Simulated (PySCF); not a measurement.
**Iron: a sound run and one with changed settings**

Sound run: Fe²⁺ [Ar] 3d6, Fe³⁺ [Ar] 3d5. Calculation: PySCF 2.14, in pcseg-2 (6s4p3d2f1g, 56 functions); no relativity, point nucleus. In the sound run the correlated levels freeze [Ar]. The sound run starts from symmetry-adapted Hartree-Fock orbitals and uses a fine grid where one is needed.

A second run was set up differently.

| species | method | sound run (hartree) | changed run (hartree) | converged |
| --- | --- | --- | --- | --- |
| Fe²⁺ | UHF | -1261.64034 | -1248.07201 | yes |
| Fe²⁺ | B3LYP | -1262.82673 | -1248.95476 | yes |
| Fe²⁺ | M06-2X | -1262.77801 | -1248.95729 | yes |
| Fe²⁺ | MP2 | -1261.74353 | -1248.07228 | yes |
| Fe³⁺ | UHF | -1260.59583 | -1247.45476 | yes |
| Fe³⁺ | B3LYP | -1261.66698 | -1248.25689 | yes |
| Fe³⁺ | M06-2X | -1261.64273 | -1248.27551 | yes |
| Fe³⁺ | MP2 | -1260.64660 | -1247.45478 | yes |

Ionisation energy of Fe²⁺:

```csv
method,sound run (eV),changed run (eV)
UHF,28.422,16.796
B3LYP,31.558,18.990
M06-2X,30.892,18.552
MP2,29.849,16.803
SCS-MP2,29.936,16.804
```

Q: What was changed?
A. a valence shell is frozen
B. level shift left on
C. minimal basis
D. all electrons correlated in a valence basis

A: C. It used basis STO-3G. A minimal basis cannot let orbitals breathe on ionisation and holds almost no correlation.
